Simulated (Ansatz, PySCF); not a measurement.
Species: SrCl2, net charge 0, singlet state. 
Structure (B3LYP-D3(BJ)/def2-TZVP (Ansatz, a program for electronic structure) minimum search):
SMILES: [Cl][Sr][Cl]
```xyz
3

Sr     0.1863    -0.3163     0.1135
Cl     1.5438     0.7669    -1.8498
Cl    -1.9601    -0.0599     1.5960
```
Charge 0, spin multiplicity 1.

Dipole moments at this geometry, in debye (magnitudes).

```csv
level,program,dipole (D)
HF/def2-TZVPD,PySCF,5.45
BP86/def2-TZVPD,PySCF,4.92
M06-L/def2-TZVPD,PySCF,5.12
r2SCAN/def2-TZVPD,Ansatz,5.08
BHLYP/def2-TZVPD,Ansatz,?
MN15/def2-TZVPD,PySCF,5.15
HSE06/def2-TZVPD,Ansatz,5.07
CAM-B3LYP/def2-TZVPD,Ansatz,5.15
CCSD(T)/def2-SVPD,Ansatz,?
```

Q: Fill in the missing entries.

A: 
- BHLYP/def2-TZVPD, dipole (D): 5.23
- CCSD(T)/def2-SVPD, dipole (D): 5.40
